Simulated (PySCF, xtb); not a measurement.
C₄H₄Cl₂, SMILES ClC(=CC=C)Cl.

GFN2-xTB (xtb 6.7.1) at its own geometry gives an orbital gap of 3.26 eV and a dipole moment of 1.68 D.

Geometry optimised at B3LYP-D3(BJ)/def2-SVP. Other conformers were not sampled.

Task: What does PySCF with ωB97X/def2-TZVP give? (The exact figures need the calculation; the answer reports its results.)

Result: gap 9.54 eV (levels -8.97 and 0.57 eV), dipole 1.62 D.
